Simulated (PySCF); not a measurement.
Simulation results for CH6AlN2, CH3AlNO, CH6NSi

Computed with PySCF 2.14.0. Calculation on a computer-drawn molecule: the log of a Hartree-Fock and frozen-core CCSD(T) single point meant for a local Hartree-Fock minimum, with one planted fault or none, to be diagnosed. Offsets are logged minus clean, where the clean run is the same molecule without the fault. The reference is restricted for singlets and unrestricted otherwise, and also for a bond in bohr or an excited solution. Adding or removing an electron swaps singlet and doublet. The excited solution moves the top pair (singlet) or top alpha electron (doublet) to the lowest empty orbital. Highest occupied and lowest empty are orbital energies over both spins, largest force is the largest gradient component, triples share is (T) over the correlation energy, the T1 limit is 0.02 restricted and 0.045 unrestricted, electrons count all cores, a negative frequency is imaginary (commonest isotopes), and the dipole is about the centre of nuclear charge.

Common to all runs: meant charge 0; meant multiplicity 2; meant basis cc-pV(D+d)Z; logged SCF converged yes; logged CC converged yes; logged SCF stable within its kind yes; possible faults no fault, one electron removed, one electron added, multiplicity raised by two, geometry at a saddle point, SCF held on an excited solution, minimal basis STO-3G, one bond length entered in bohr, all coordinates scaled.

(1) CH6AlN2

Logged structure:
```xyz
10
CH6AlN2
N     -0.1544    -2.1809     2.5486
C     -0.1778    -0.8440     2.1582
Al    -1.3872     0.0111     0.9372
N     -2.7341    -0.8663     0.1932
H      0.3108    -2.3839     3.4125
H     -1.0232    -2.6740     2.4864
H      0.6790    -0.2955     2.5486
H     -1.2153     1.5440     0.5922
H     -3.4000    -0.4474    -0.4291
H     -2.9376    -1.8440     0.2805
```

| Quantity | Value |
| --- | --- |
| logged electrons | 39 |
| logged basis functions | 95 |
| logged spin squared | 0.7594 |
| logged highest occupied | -7.5341 eV |
| logged lowest empty | 2.2625 eV |
| logged largest force | 3.345e-05 hartree/bohr |
| logged lowest frequency | 119.51 cm⁻¹ |
| logged T1 diagnostic | 0.017876 |
| logged D1 diagnostic | 0.085412 |
| logged triples share | 0.02584 |
| logged dipole magnitude | 2.0354 debye |
| logged energy HF | -392.18681 hartree |
| logged energy CCSD(T) | -392.77528 hartree |
| planted fault | no fault |
| HF energy offset from clean run | 0 kcal/mol |
| CCSD(T) energy offset from clean run | 0 kcal/mol |

Drawn bonds:
```csv
atom,other atom,order
1,2,1
2,3,1
3,4,1
1,5,1
1,6,1
2,7,1
3,8,1
4,9,1
4,10,1
```

(2) CH3AlNO

Logged structure:
```xyz
7
CH3AlNO
N     -2.0316    -0.2603    -1.4683
C     -1.4146     0.6923    -0.6785
Al     0.2538     0.5515     0.2166
O      1.6516     0.4670     0.9381
H     -2.7726     0.0578    -2.0617
H     -1.4526    -0.9377    -1.9219
H     -2.0507     1.5483    -0.4681
```

| Quantity | Value |
| --- | --- |
| logged electrons | 37 |
| logged basis functions | 27 |
| logged spin squared | 0.7726 |
| logged highest occupied | -5.5506 eV |
| logged lowest empty | 8.251 eV |
| logged largest force | 0.040827 hartree/bohr |
| logged T1 diagnostic | 0.035648 |
| logged D1 diagnostic | 0.13561 |
| logged triples share | 0.08203 |
| logged dipole magnitude | 3.4935 debye |
| logged energy HF | -405.61182 hartree |
| logged energy CCSD(T) | -405.85366 hartree |
| planted fault | minimal basis STO-3G |
| HF energy offset from clean run | 3249 kcal/mol |
| CCSD(T) energy offset from clean run | 3464 kcal/mol |

Drawn bonds:
```csv
atom,other atom,order
1,2,1
2,3,1
3,4,2
1,5,1
1,6,1
2,7,1
```

(3) CH3AlNO

Structure as in entry 2.

| Property | Result |
| --- | --- |
| logged electrons | 36 |
| logged basis functions | 80 |
| logged spin squared | 0 |
| logged highest occupied | -15.324 eV |
| logged lowest empty | -6.4312 eV |
| logged largest force | 0.097221 hartree/bohr |
| logged T1 diagnostic | 0.038151 |
| logged D1 diagnostic | 0.12539 |
| logged triples share | 0.042873 |
| logged dipole magnitude | 12.064 debye |
| logged energy HF | -410.51164 hartree |
| logged energy CCSD(T) | -411.10864 hartree |
| planted fault | one electron removed |
| HF energy offset from clean run | 174.5 kcal/mol |
| CCSD(T) energy offset from clean run | 166.7 kcal/mol |

Drawn bonds:
```csv
atom,other atom,order
1,2,1
2,3,1
3,4,2
1,5,1
1,6,1
2,7,1
```

Notes: T1 above single-reference limit.

(4) CH3AlNO

Structure as in entry 2.

| Item | Value |
| --- | --- |
| logged electrons | 37 |
| logged basis functions | 80 |
| logged spin squared | 3.7651 |
| logged highest occupied | -5.583 eV |
| logged lowest empty | 0.73577 eV |
| logged largest force | 0.12227 hartree/bohr |
| logged T1 diagnostic | 0.020323 |
| logged D1 diagnostic | 0.083371 |
| logged triples share | 0.027288 |
| logged dipole magnitude | 3.5724 debye |
| logged energy HF | -410.70934 hartree |
| logged energy CCSD(T) | -411.23999 hartree |
| planted fault | multiplicity raised by two |
| HF energy offset from clean run | 50.44 kcal/mol |
| CCSD(T) energy offset from clean run | 84.31 kcal/mol |

Drawn bonds:
```csv
atom,other atom,order
1,2,1
2,3,1
3,4,2
1,5,1
1,6,1
2,7,1
```

(5) CH6NSi

Logged structure:
```xyz
9
CH6NSi
N     -0.3133     0.1759     2.8815
C     -0.5157     1.2738     2.0411
Si     0.4024     1.4926     0.4482
H      0.6327    -0.1550     2.9202
H     -0.6761     0.2868     3.8096
H     -1.4335     1.8197     2.2371
H     -0.0940     0.6322    -0.6575
H      0.2843     2.9055     0.0180
H      1.8338     1.1527     0.6589
```

| Item | Value |
| --- | --- |
| logged electrons | 33 |
| logged basis functions | 25 |
| logged spin squared | 0.7628 |
| logged highest occupied | -6.0236 eV |
| logged lowest empty | 9.07 eV |
| logged largest force | 0.034408 hartree/bohr |
| logged T1 diagnostic | 0.013488 |
| logged D1 diagnostic | 0.076127 |
| logged triples share | 0.0092474 |
| logged dipole magnitude | 1.0924 debye |
| logged energy HF | -380.17783 hartree |
| logged energy CCSD(T) | -380.34885 hartree |
| planted fault | minimal basis STO-3G |
| HF energy offset from clean run | 2841 kcal/mol |
| CCSD(T) energy offset from clean run | 3020 kcal/mol |

Drawn bonds:
```csv
atom,other atom,order
1,2,1
2,3,1
1,4,1
1,5,1
2,6,1
3,7,1
3,8,1
3,9,1
```
